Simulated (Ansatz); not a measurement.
CH$_{5}$FMoN$_{2}$, SMILES `[CH3][Mo](=[NH])(=[NH])[F]`. Charge 0, multiplicity 1. Mo: def2 effective core potential.

```xyz
10

C    -1.013    0.325   -1.062
Mo    0.494   -0.506    0.146
N     1.653    0.759    0.260
N    -0.293   -0.736    1.658
F     1.191   -2.084   -0.570
H    -0.579    0.538   -2.044
H    -1.422    1.245   -0.648
H    -1.815   -0.413   -1.156
H     2.201    1.441    0.768
H    -0.416   -0.569    2.648
```

Question: What are the harmonic wavenumbers in cm⁻¹ at PBE0-D4/def2-TZVP (Ansatz, finite differences of forces, unscaled)? (Estimate.)

Answer: The calculation gave: 153, 163, 216, 225, 238, 299, 383, 542, 591, 619, 619, 709, 751, 760, 1009, 1044, 1203, 1417, 1431, 3039, 3130, 3160, 3612, 3615.

Question: Is this a minimum?

Answer: Yes, all 24 modes are real.

Question: Give the ideal-gas thermochemistry at 298.15 K and 1 bar (rigid rotor, harmonic oscillator; point group Cs, symmetry number 1).

Answer: Zero-point energy 173.0 kJ/mol; H(298) − E = 195.1 kJ/mol; entropy 351.7 J/(mol·K), of which translation 172.2, rotation 111.7, vibration 67.9; G(298) − E = 90.2 kJ/mol.

Question: And at 400, 500, 600, 800 and 1000 K?

Answer: 
| T (K) | H − E (kJ/mol) | S (J/mol/K) | G − E (kJ/mol) |
| --- | --- | --- | --- |
| 400 | 208.0 | 388.8 | 52.5 |
| 500 | 222.3 | 420.6 | 12.0 |
| 600 | 237.8 | 448.8 | -31.5 |
| 800 | 271.3 | 496.9 | -126.3 |
| 1000 | 307.3 | 537.1 | -229.8 |

Question: Rotational constants (cm⁻¹)?

Answer: 0.12, 0.104, 0.09742.
